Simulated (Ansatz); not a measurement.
Reaction (atomization): `OC[SiH2]F` → C• + F• + 5 H• + O• + Si•

Calculated with Ansatz (gas phase, PBE0-D4/def2-TZVP geometries, no zero-point term in ΔE). CCSD(T)/CBS is the MP2 limit (def2-TZVPP, def2-QZVPP) plus CCSD(T) − MP2 in def2-TZVPP, frozen cores. This one scheme is used for every species, atoms too. Functionals use def2-TZVPP. No spin–orbit coupling; open shells (•) take unrestricted orbitals. Spin–orbit coupling would lower the free atoms: a little for C, F, O, Si. Each species was taken in one conformer, which may not be the lowest.

`OC[SiH2]F`:

Z-matrix (Å, degrees):
```
C
Si 1 1.876
O 1 1.422 2 111.4
H 1 1.095 2 109.6 3 -117.9
H 1 1.100 2 111.0 3 125.2
F 2 1.608 1 106.2 3 -54.9
H 2 1.486 1 112.2 3 -172.8
H 2 1.482 1 111.8 3 61.8
H 3 0.961 1 108.4 2 58.0
```

Task: What is ΔE at CCSD(T)/CBS? (An estimate is asked.)

Result: The calculation gave: +3260.9 kJ/mol.

Task: What do these levels give: r2SCAN0-D4, ωB97M-V, BHLYP, MP2/def2-SVP, HF/def2-QZVPP, SCS-MP2/def2-QZVPP? (Estimate.)

Result: Ansatz gave: r2SCAN0-D4 3190.0, ωB97M-V 3255.7, BHLYP 3125.4, MP2/def2-SVP 3076.3, HF/def2-QZVPP 2374.6, SCS-MP2/def2-QZVPP 3272.9 kJ/mol.

Largest T1 diagnostic among the species: 0.012.

In def2-TZVPP, CCSD(T) changes the Hartree–Fock value by +802.3 kJ/mol (the triples alone add +41.9 kJ/mol) and MP2 by +858.2 kJ/mol; breaking electron pairs costs correlation energy, which Hartree–Fock lacks. From r2SCAN to r2SCAN0 (25 % exact exchange), in def2-TZVPP and without D4, ΔE moves by −57.6 kJ/mol: exact exchange takes away binding that semilocal exchange gives to molecules. The D4 term adds +22.2 kJ/mol with B3LYP and +11.5 kJ/mol with PBE0; it sums over pairs of atoms, weighted by their polarisabilities, and B3LYP, whose exchange is more repulsive, gets the larger term.

B3LYP here is the variant with VWN-RPA as its local correlation; programs differ in this.

For atomizations the MP2-based limit and the directly extrapolated one differ by several kJ/mol either way, and by 10 to 25 for some Ge, Se and Sn compounds, so smaller differences from it don't rank the levels.
